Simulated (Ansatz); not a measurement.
AsH7Si2 (`[SiH3][AsH][SiH3]`). Total charge 0; spin multiplicity 1. The structure was optimised at the PBE0-D4/def2-TZVP level.

```xyz
10

Si    1.608   -0.076    0.623
As    0.209   -1.122   -0.965
Si   -1.529    0.446   -0.664
H     2.129    1.173    0.009
H     2.750   -0.978    0.927
H     0.906    0.263    1.889
H    -0.374   -2.078    0.068
H    -1.114    1.710   -1.328
H    -2.759   -0.065   -1.324
H    -1.825    0.726    0.766
```

(1) What is the dipole moment at B3LYP/def2-TZVPP? (An estimate is asked.)

(2) And with PBE, r2SCAN, ωB97M-V? (An estimate is asked.)

(3) Give the Mulliken charges with B3LYP, PBE, ωB97M-V in def2-TZVPP. (Best estimate.)

## Answers

(1) The calculation gave: 0.33 D, with components (-0.13, -0.01, 0.30) D in this frame, pointing from negative to positive charge.

(2) Ansatz gave: PBE 0.32 D, r2SCAN 0.42 D, ωB97M-V 0.38 D.

(3) Ansatz gave: 
| atom | B3LYP | PBE | ωB97M-V |
| --- | --- | --- | --- |
| Si1 | 0.18 | 0.12 | 0.09 |
| As2 | -0.05 | -0.01 | -0.14 |
| Si3 | 0.18 | 0.12 | 0.09 |
| H4 | -0.05 | -0.03 | -0.01 |
| H5 | -0.05 | -0.04 | -0.01 |
| H6 | -0.05 | -0.03 | -0.01 |
| H7 | -0.01 | 0.00 | 0.03 |
| H8 | -0.05 | -0.04 | -0.01 |
| H9 | -0.05 | -0.04 | -0.01 |
| H10 | -0.05 | -0.03 | -0.01 |

B3LYP here is the variant with VWN-RPA as its local correlation; programs differ in this.
